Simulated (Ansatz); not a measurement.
A first, cheap relaxation of H6InNOSi (`[OH][InH][NH][SiH3]`).

```yaml
crystal:
  periodic: [false, false, false]
  atoms:
    - {symbol: O, position_ang: [-1.870300, 0.164400, 1.597700]}
    - {symbol: In, position_ang: [-1.493000, 0.838300, -0.791500]}
    - {symbol: N, position_ang: [0.459300, 0.933000, -0.594900]}
    - {symbol: Si, position_ang: [1.229600, -0.718700, -0.551400]}
    - {symbol: H, position_ang: [-1.090000, 0.159400, 2.111800]}
    - {symbol: H, position_ang: [-1.987000, 0.711800, -0.541600]}
    - {symbol: H, position_ang: [0.779300, 1.379200, 0.330800]}
    - {symbol: H, position_ang: [0.860200, -1.397800, -1.811700]}
    - {symbol: H, position_ang: [2.620700, -0.653900, -0.351400]}
    - {symbol: H, position_ang: [0.574400, -1.467000, 0.605400]}
basis:
  gaussian: {orbitals: def2-SVP}
hamiltonian: {xc: pbe, dispersion: d4}
relax: {f_tol: 0.03, max_steps: 200}
```

```sh
$ ansatz run in.yaml --threads 4 --pin off --events-out ev --progress --plain --max-ram 10444MiB
```

Shortened log:

```
Functional definition: PBE
mean field -16586.60071197 eV, -609.5463333632 hartree, gradient 2.1e-5 eV, S^2 0.000000; 0 other end points of the search recorded, 0 dependent functions left out
relax step   1: F+E_penalty+E_count = -16586.87877775 eV  Δ(F+E_penalty+E_count) = +0.000e0 eV  max|allowed force component| = 4.013e2 eV/Å  Δτ_max = 0.0000 Å  (31 SCF iters, accepted)
mean field -16657.11232876 eV, -612.1375874857 hartree, gradient 2.5e-5 eV, S^2 0.000000; 0 other end points of the search recorded, 0 dependent functions left out
relax step   2: F+E_penalty+E_count = -16657.34343744 eV  Δ(F+E_penalty+E_count) = -7.046e1 eV  max|allowed force component| = 5.296e1 eV/Å  Δτ_max = 0.1950 Å  (38 SCF iters, accepted)
mean field -16663.08336115 eV, -612.3570188787 hartree, gradient 9.9e-6 eV, S^2 0.000000; 0 other end points of the search recorded, 0 dependent functions left out
relax step   3: F+E_penalty+E_count = -16663.30923627 eV  Δ(F+E_penalty+E_count) = -5.966e0 eV  max|allowed force component| = 3.565e1 eV/Å  Δτ_max = 0.1942 Å  (37 SCF iters, accepted)
mean field -16668.30492299 eV, -612.5489077369 hartree, gradient 8.8e-6 eV, S^2 0.000000; 0 other end points of the search recorded, 0 dependent functions left out
relax step   4: F+E_penalty+E_count = -16668.52743807 eV  Δ(F+E_penalty+E_count) = -5.218e0 eV  max|allowed force component| = 1.734e1 eV/Å  Δτ_max = 0.1917 Å  (35 SCF iters, accepted)
mean field -16670.88703490 eV, -612.6437985996 hartree, gradient 1.2e-5 eV, S^2 0.000000; 0 other end points of the search recorded, 0 dependent functions left out
relax step   5: F+E_penalty+E_count = -16671.10758950 eV  Δ(F+E_penalty+E_count) = -2.580e0 eV  max|allowed force component| = 6.477e0 eV/Å  Δτ_max = 0.1943 Å  (34 SCF iters, accepted)
mean field -16671.80905907 eV, -612.6776823628 hartree, gradient 2.4e-5 eV, S^2 0.000000; 0 other end points of the search recorded, 0 dependent functions left out
relax step   6: F+E_penalty+E_count = -16672.02752452 eV  Δ(F+E_penalty+E_count) = -9.199e-1 eV  max|allowed force component| = 1.291e0 eV/Å  Δτ_max = 0.1948 Å  (35 SCF iters, accepted)
mean field -16672.22516644 eV, -612.6929740267 hartree, gradient 1.3e-5 eV, S^2 0.000000; 0 other end points of the search recorded, 0 dependent functions left out
relax step   7: F+E_penalty+E_count = -16672.43997637 eV  Δ(F+E_penalty+E_count) = -4.125e-1 eV  max|allowed force component| = 1.359e0 eV/Å  Δτ_max = 0.1994 Å  (28 SCF iters, accepted)
mean field -16672.56464281 eV, -612.7054495529 hartree, gradient 7.5e-6 eV, S^2 0.000000; 0 other end points of the search recorded, 0 dependent functions left out
relax step   8: F+E_penalty+E_count = -16672.77198419 eV  Δ(F+E_penalty+E_count) = -3.320e-1 eV  max|allowed force component| = 6.043e-1 eV/Å  Δτ_max = 0.1957 Å  (30 SCF iters, accepted)
mean field -16672.71224027 eV, -612.7108736596 hartree, gradient 1.4e-5 eV, S^2 0.000000; 0 other end points of the search recorded, 0 dependent functions left out
relax step   9: F+E_penalty+E_count = -16672.91728439 eV  Δ(F+E_penalty+E_count) = -1.453e-1 eV  max|allowed force component| = 5.633e-1 eV/Å  Δτ_max = 0.1948 Å  (29 SCF iters, accepted)
mean field -16672.79987688 eV, -612.7140942457 hartree, gradient 1.8e-5 eV, S^2 0.000000; 0 other end points of the search recorded, 0 dependent functions left out
relax step  10: F+E_penalty+E_count = -16673.00219148 eV  Δ(F+E_penalty+E_count) = -8.491e-2 eV  max|allowed force component| = 2.027e-1 eV/Å  Δτ_max = 0.2000 Å  (28 SCF iters, accepted)
mean field -16672.84959002 eV, -612.7159211700 hartree, gradient 1.8e-5 eV, S^2 0.000000; 0 other end points of the search recorded, 0 dependent functions left out
relax step  11: F+E_penalty+E_count = -16673.05000810 eV  Δ(F+E_penalty+E_count) = -4.782e-2 eV  max|allowed force component| = 1.199e-1 eV/Å  Δτ_max = 0.1997 Å  (33 SCF iters, accepted)
mean field -16672.88870151 eV, -612.7173584905 hartree, gradient 7.8e-6 eV, S^2 0.000000; 0 other end points of the search recorded, 0 dependent functions left out
relax step  12: F+E_penalty+E_count = -16673.08779757 eV  Δ(F+E_penalty+E_count) = -3.779e-2 eV  max|allowed force component| = 1.462e-1 eV/Å  Δτ_max = 0.1948 Å  (27 SCF iters, accepted)
mean field -16672.92446066 eV, -612.7186726152 hartree, gradient 9.1e-6 eV, S^2 0.000000; 0 other end points of the search recorded, 0 dependent functions left out
relax step  13: F+E_penalty+E_count = -16673.12298276 eV  Δ(F+E_penalty+E_count) = -3.519e-2 eV  max|allowed force component| = 3.170e-1 eV/Å  Δτ_max = 0.1950 Å  (27 SCF iters, accepted)
mean field -16672.94686068 eV, -612.7194958008 hartree, gradient 8.9e-6 eV, S^2 0.000000; 0 other end points of the search recorded, 0 dependent functions left out
relax step  14: F+E_penalty+E_count = -16673.14428806 eV  Δ(F+E_penalty+E_count) = -2.131e-2 eV  max|allowed force component| = 4.314e-1 eV/Å  Δτ_max = 0.1950 Å  (28 SCF iters, accepted)
mean field -16672.98789961 eV, -612.7210039534 hartree, gradient 8.0e-6 eV, S^2 0.000000; 0 other end points of the search recorded, 0 dependent functions left out
relax step  15: F+E_penalty+E_count = -16673.18577045 eV  Δ(F+E_penalty+E_count) = -4.148e-2 eV  max|allowed force component| = 3.052e-1 eV/Å  Δτ_max = 0.1943 Å  (28 SCF iters, accepted)
mean field -16673.03273413 eV, -612.7226515917 hartree, gradient 1.8e-5 eV, S^2 0.000000; 0 other end points of the search recorded, 0 dependent functions left out
relax step  16: F+E_penalty+E_count = -16673.23107125 eV  Δ(F+E_penalty+E_count) = -4.530e-2 eV  max|allowed force component| = 1.153e-1 eV/Å  Δτ_max = 0.2000 Å  (33 SCF iters, accepted)
mean field -16673.04346917 eV, -612.7230460974 hartree, gradient 1.2e-5 eV, S^2 0.000000; 0 other end points of the search recorded, 0 dependent functions left out
relax step  17: F+E_penalty+E_count = -16673.24195858 eV  Δ(F+E_penalty+E_count) = -1.089e-2 eV  max|allowed force component| = 3.139e-1 eV/Å  Δτ_max = 0.2000 Å  (27 SCF iters, accepted)
mean field -16673.05355711 eV, -612.7234168222 hartree, gradient 7.4e-6 eV, S^2 0.000000; 0 other end points of the search recorded, 0 dependent functions left out
relax step  18: F+E_penalty+E_count = -16673.25136274 eV  Δ(F+E_penalty+E_count) = -9.404e-3 eV  max|allowed force component| = 3.136e-1 eV/Å  Δτ_max = 0.1926 Å  (29 SCF iters, accepted)
mean field -16673.05945313 eV, -612.7236334967 hartree, gradient 2.3e-5 eV, S^2 0.000000; 0 other end points of the search recorded, 0 dependent functions left out
relax step  19: F+E_penalty+E_count = -16673.25773502 eV  Δ(F+E_penalty+E_count) = -6.372e-3 eV  max|allowed force component| = 1.636e-1 eV/Å  Δτ_max = 0.0487 Å  (28 SCF iters, accepted)
mean field -16673.06216676 eV, -612.7237332211 hartree, gradient 9.6e-6 eV, S^2 0.000000; 0 other end points of the search recorded, 0 dependent functions left out
relax step  20: F+E_penalty+E_count = -16673.26069602 eV  Δ(F+E_penalty+E_count) = -2.961e-3 eV  max|allowed force component| = 1.936e-2 eV/Å  Δτ_max = 0.0533 Å  (28 SCF iters, accepted)
mean field -16673.06267825 eV, -612.7237520179 hartree, gradient 2.1e-5 eV, S^2 0.000000; 0 other end points of the search recorded, 0 dependent functions left out
relax step  21: F+E_penalty+E_count = -16673.26112374 eV  Δ(F+E_penalty+E_count) = -4.277e-4 eV  max|allowed force component| = 3.682e-2 eV/Å  Δτ_max = 0.0386 Å  (28 SCF iters, accepted)
mean field -16673.06281225 eV, -612.7237569425 hartree, gradient 1.9e-5 eV, S^2 0.000000; 0 other end points of the search recorded, 0 dependent functions left out
relax step  22: F+E_penalty+E_count = -16673.26127620 eV  Δ(F+E_penalty+E_count) = -1.525e-4 eV  max|allowed force component| = 2.026e-2 eV/Å  Δτ_max = 0.0231 Å  (29 SCF iters, accepted)
mean field -16673.06281225 eV, -612.7237569425 hartree, gradient 1.9e-5 eV, S^2 0.000000; 1 other end points of the search recorded, 0 dependent functions left out
Total energy: -16673.26132667 eV, -612.7310522128 hartree
Atom 0 at    -2.363695     1.414899     1.654350 Å, force    -0.007694    -0.006679    -0.020260 eV/Å
Atom 1 at    -1.549204     0.496231     0.044272 Å, force     0.006986     0.006553     0.008939 eV/Å
Atom 2 at     0.433838     0.010035     0.335483 Å, force     0.003876    -0.008131    -0.013917 eV/Å
Atom 3 at     1.495510    -0.796440    -0.790891 Å, force     0.001296     0.002921     0.009708 eV/Å
Atom 4 at    -1.700350     1.504536     2.364804 Å, force     0.010639     0.001904     0.013063 eV/Å
Atom 5 at    -2.471328     0.199101    -1.365859 Å, force    -0.002584    -0.000438     0.001764 eV/Å
Atom 6 at     0.825302     0.266966     1.248108 Å, force    -0.005442     0.000095    -0.000512 eV/Å
Atom 7 at     0.691307    -1.051099    -2.039020 Å, force    -0.001410     0.001081     0.000381 eV/Å
Atom 8 at     2.707041     0.027252    -1.164708 Å, force    -0.006055    -0.006433     0.003037 eV/Å
Atom 9 at     2.014779    -2.122780    -0.283339 Å, force     0.000388     0.009127    -0.002203 eV/Å
Dipole moment:     0.167469    -0.001096     0.124795 e Å
```

Run time 29 s (4 threads of an Intel Xeon Platinum 8175M on a shared host); peak host memory 0.17 GiB.
